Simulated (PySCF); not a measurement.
In(Cl)(SiH3)2 (ClH₆InSi₂), SMILES [SiH3][In]([Cl])[SiH3].

The structure is a stationary point at PBE0-D3(BJ)/def2-SVP. The structure was generated by enumeration; whether it is a known compound was not checked. The def2 effective core potentials stand for the cores of In; spin–orbit coupling is left out.

Level of theory: PBE0-D3(BJ)/def2-SVP run with PySCF 2.14.0.

Frequencies are harmonic and unscaled.

```tsv
mode	ν (cm⁻¹)	IR (km/mol)	moving atoms (share of kinetic energy)
1	20	0.0	H 98 %
2	23	0.1	H 95 %
3	60	1.4	Si 60 %, In 19 %, H 16 %
4	81	7.7	Cl 54 %, Si 26 %, In 13 %
5	83	4.6	In 41 %, Si 30 %, H 15 %, Cl 14 %
6	261	0.2	Si 86 %, H 9 %
7	317	17.5	Si 60 %, In 33 %
8	350	51.5	Cl 74 %, In 24 %
9	400	0.0	H 92 %
10	451	9.4	H 87 %, Si 10 %
11	451	4.5	H 90 %, Si 10 %
12	476	2.4	H 88 %, Si 11 %
13	821	664.7	H 90 %, Si 10 %
14	855	48.1	H 92 %, Si 8 %
15	926	1.0	H 97 %
16	928	72.8	H 98 %
17	935	0.0	H 97 %
18	936	73.1	H 97 %
19	2214	131.7	H 99 %
20	2217	19.0	H 99 %
21	2232	20.0	H 96 %
22	2233	125.0	H 96 %
23	2234	28.9	H 96 %
24	2234	117.0	H 96 %
```
